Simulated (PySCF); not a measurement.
Ligands exchanged one at a time, B I-H. Isolated molecules, 0 K electronic values unless said otherwise. Strings in code marks are SMILES.

These are TPSSh-D3(BJ)/def2-TZVP // CAM-B3LYP-D3(BJ)/def2-TZVP run with PySCF values and carry that method's errors. All candidates: neutral, multiplicity 1. 

| Item | Value |
|---|---|
| HOMO | -6.99 eV |
| HOMO–LUMO gap | 4.41 eV |
| LUMO | -2.58 eV |

Task: Identify which member has these values.
A. `IB(I)I`
B. `BI`
C. `B`

Result: B, `BI`. The others give `IB(I)I`: -6.80 eV, 3.91 eV, -2.88 eV; `B`: -9.29 eV, 6.98 eV, -2.30 eV
